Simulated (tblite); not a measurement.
Compound: C6H11FO.
Z-matrix (Å and degrees, GFN2-xTB geometry), rows numbered from 1:
```
C 
C   1  1.5251
C   2  1.5423  1  113.70
C   3  1.5288  2  112.12  1    61.44
C   3  1.5375  2  109.37  1  -176.24
C   3  1.5032  2  108.97  1   -59.07
O   6  1.1796  3  130.35  2   124.97
F   6  1.3706  3  111.29  2   -56.05
H   1  1.0867  2  111.34  3   -65.09
H   1  1.0876  2  109.82  3   175.35
H   1  1.0882  2  110.87  3    55.85
H   2  1.0918  1  109.53  3   121.15
H   2  1.0921  1  108.97  3  -121.16
H   4  1.0873  3  110.15  2   174.36
H   4  1.0861  3  110.87  2   -66.38
H   4  1.0870  3  110.00  2    54.38
H   5  1.0873  3  109.47  2   -62.71
H   5  1.0876  3  110.95  2    57.21
H   5  1.0881  3  110.55  2   177.81
```

Computed values, GFN2-xTB/tblite, gas phase, harmonic and unscaled. This tight-binding method is rough: wavenumbers can miss measured ones by several per cent, in bad cases by 10 to 20. One conformer, not necessarily the lowest.

Harmonic wavenumbers (cm⁻¹): 46.6, 75.8, 169.0, 175.3, 208.8, 220.7, 261.4, 266.8, 336.5, 355.1, 431.7, 494.3, 561.5, 695.5, 731.3, 817.1, 875.2, 957.8, 972.0, 993.1, 1018.4, 1040.4, 1067.4, 1101.4, 1188.6, 1226.0, 1241.4, 1297.5, 1339.6, 1403.6, 1418.4, 1421.1, 1477.3, 1488.1, 1489.9, 1494.2, 1499.2, 1500.4, 1513.8, 1865.5, 2977.7, 2989.6, 3033.2, 3033.9, 3038.5, 3039.4, 3043.8, 3043.8, 3047.1, 3050.5, 3061.2.

A = 2204, B = 1840, C = 1640 MHz; mass 118.079 u (most abundant isotopes); point group C1, symmetry number 1.

**Question.** What is the zero-point energy?

**Answer.** ½Σν̃ = 35048 cm⁻¹ = 100.21 kcal/mol.

**Question.** Entropy at 200 K, 1 bar (ideal gas, RRHO, classical rotation)?

**Answer.** Translation 38.26, rotation 27.08, vibration 17.72: S = 83.1 cal/(mol K).

**Question.** And Cp and H(200 K) − H(0)?

**Answer.** Cp = 27.94 cal/(mol K), of which vibrations give 19.99 (their classical limit is 51 R = 101.3); H(200 K) − H(0) = 3.58 kcal/mol without the zero-point energy, 1.99 from vibrations.

**Question.** How do the functions run with temperature in this model?

**Answer.** 
```json
{"T (K)": "50", "S (cal/(mol K))": "56.9", "Cp (cal/(mol K))": "12.2", "H − H(0) (kcal/mol)": "0.48", "G − H(0) (kcal/mol)": "-2.36", "ln q(vib)": "0.44"}
{"T (K)": "100", "S (cal/(mol K))": "67.2", "Cp (cal/(mol K))": "18.3", "H − H(0) (kcal/mol)": "1.25", "G − H(0) (kcal/mol)": "-5.48", "ln q(vib)": "1.46"}
{"T (K)": "298.15", "S (cal/(mol K))": "95.8", "Cp (cal/(mol K))": "36.7", "H − H(0) (kcal/mol)": "6.75", "G − H(0) (kcal/mol)": "-21.82", "ln q(vib)": "6.35"}
{"T (K)": "373.15", "S (cal/(mol K))": "104.8", "Cp (cal/(mol K))": "43.5", "H − H(0) (kcal/mol)": "9.76", "G − H(0) (kcal/mol)": "-29.35", "ln q(vib)": "8.20"}
{"T (K)": "500", "S (cal/(mol K))": "119.1", "Cp (cal/(mol K))": "54.1", "H − H(0) (kcal/mol)": "15.97", "G − H(0) (kcal/mol)": "-43.56", "ln q(vib)": "11.29"}
{"T (K)": "750", "S (cal/(mol K))": "144.2", "Cp (cal/(mol K))": "69.7", "H − H(0) (kcal/mol)": "31.58", "G − H(0) (kcal/mol)": "-76.54", "ln q(vib)": "17.19"}
{"T (K)": "1000", "S (cal/(mol K))": "165.7", "Cp (cal/(mol K))": "80.2", "H − H(0) (kcal/mol)": "50.40", "G − H(0) (kcal/mol)": "-115.34", "ln q(vib)": "22.73"}
```

q(vib) and H(0) count from the zero-point level.

**Question.** Which modes carry the vibrational entropy at 200 K?

**Answer.** 46.6 cm⁻¹: 4.17; 75.8 cm⁻¹: 3.22; 169.0 cm⁻¹: 1.72; 175.3 cm⁻¹: 1.65; 208.8 cm⁻¹: 1.36; 220.7 cm⁻¹: 1.26 cal/(mol K); the other 45 give 4.35 together.

Hindered rotation and anharmonicity are outside this model. Other conformers, if any are populated, would add a mixing term that is left out. The structure is chiral; the term R ln 2 for an equal mix with its mirror image is left out.
